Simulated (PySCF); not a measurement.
Species: dimethyldichlorosilane, C2H6Cl2Si.
Bonds: C1–Si2, Si2–C3, Si2–Cl4, Si2–Cl5. Hydrogens: H6, H7, H8 on C1; H9, H10, H11 on C3.

Computed, not measured: core-valence-separated Tamm–Dancoff BHandHLYP/aug-pcX-1 (pcseg-1 on H, def2-SVPD on Si, def2-SVPD on Cl) in PySCF, non-relativistic, gas phase, PBE0-D3(BJ)/def2-SVP geometry.

Computed carbon K-edge spectrum, Gaussian lines of 0.4 eV full width, highest printed point 100; it ends one width below the last computed root. Absolute energies from this functional tend to lie a few eV below measured edges; no shift was applied.

(photon energy (eV), absorption): (284.9, 0), (285.0, 1), (285.1, 2), (285.2, 4), (285.3, 6), (285.4, 7), (285.5, 5), (285.6, 4), (285.7, 6), (285.8, 18), (285.9, 43), (286.0, 76), (286.1, 99), (286.2, 100), (286.3, 85), (286.4, 66)

Question: Assign the maxima to core holes.

Answer: 2 maxima:
- 285.4 eV: C1/C3 (Si-methyl carbon), 285.37 eV, f = 0.008, sum of 2, 100 % of the height at the exact maximum
- 286.1 eV: C1/C3 (Si-methyl carbon), 286.09 eV, f = 0.061, sum of 2, 45 % of the height at the exact maximum; C1/C3 (Si-methyl carbon), 286.13 eV, f = 0.052, sum of 2, 41 % of the height at the exact maximum; C1/C3 (Si-methyl carbon), 286.40 eV, f = 0.051, sum of 2, 13 % of the height at the exact maximum

Roots within 0.03 eV on the same or equivalent atoms count as one line; shares under 12 % aren't listed.

Vibrational structure and lifetime widths aren't in the curve. The ionisation threshold wasn't computed; near and above it a finite basis only mimics Rydberg series and continuum.
